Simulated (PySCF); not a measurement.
Species: C₆H₇N₂S (doublet state).
Geometry (GFN2-xTB, Å), atoms numbered from 1 in this order:
```xyz
16
C6H7N2S angstrom
C     -1.387    0.930   -0.829
C     -1.404   -0.466   -0.250
C     -1.119   -0.744    1.151
C     -0.092   -1.148    0.183
C      1.174   -0.412    0.079
C      1.536    0.756    0.797
N      2.733    1.196    0.499
S      3.391    0.212   -0.615
N      2.134   -0.806   -0.735
H     -2.369    1.385   -0.712
H     -1.147    0.894   -1.890
H     -0.655    1.556   -0.327
H     -2.138   -1.101   -0.748
H     -1.639   -1.297    1.903
H      0.036   -2.202   -0.058
H      0.940    1.256    1.538
```

The hyperfine couplings belong to this conformer and change with its torsions.

The species is `C[C@@H]1[CH][C@@H]1c1cnsn1` [radical].

Theory: UKS B3LYP, pcH-1 on C H N S, non-relativistic, mean-field spin-orbit, GIAO in PySCF. One conformer (not necessarily the lowest) at the GFN2-xTB geometry, without solvent, vibrations or thermal averaging. A GFN2-xTB geometry isn't a minimum of the functional, and hyperfine couplings can be far from their values at a DFT geometry. Stability of the SCF solution: not tested.

Task: The isotropic 1H couplings, averaged over equivalent nuclei, are +64.3, +56.5, -11.8, +2.6, -2.1 MHz. Assign them to H10/H11/H12; H13; H14; H15; H16.

Result: 
| site | a_iso (MHz) | ρ(0) (bohr⁻³) | position | distance from C3 (Å) | bound to | spin population there | largest \|T\| (MHz) |
| --- | --- | --- | --- | --- | --- | --- | --- |
| H10/H11/H12 | -2.1 | -0.0005 | γ, 3 bonds from C3 | 3.11 | C1 | +0.03 | 5.7 |
| H13 | +64.3 | +0.0144 | β, 2 bonds from C3 | 2.18 | C2 | -0.04 | 7.2 |
| H14 | -11.8 | -0.0026 | α, 1 bond from C3 | 1.07 | C3 | +0.97 | 37.8 |
| H15 | +56.5 | +0.0126 | β, 2 bonds from C3 | 2.22 | C4 | -0.02 | 7.3 |
| H16 | +2.6 | +0.0006 | 4 bonds from C3 | 2.90 | C6 | 0.00 | 7.8 |

ρ(0) is the spin density at the nucleus and T the dipolar tensor; a_iso includes a spin–orbit part; entries for several nuclei are means. The largest Mulliken spin population is on C3 (+0.97). The angles at C3 add up to 328.0°, so it is pyramidal.

The spin density at the nucleus, in bohr⁻³, is negative for C4 (-0.0174), C2 (-0.0160) and H14 (-0.0026), for instance. A restricted open-shell determinant has no negative spin density anywhere; here it arises because α and β orbitals differ (spin polarisation).

Means are taken over nuclei equivalent by connectivity, which assumes that they swap fast.
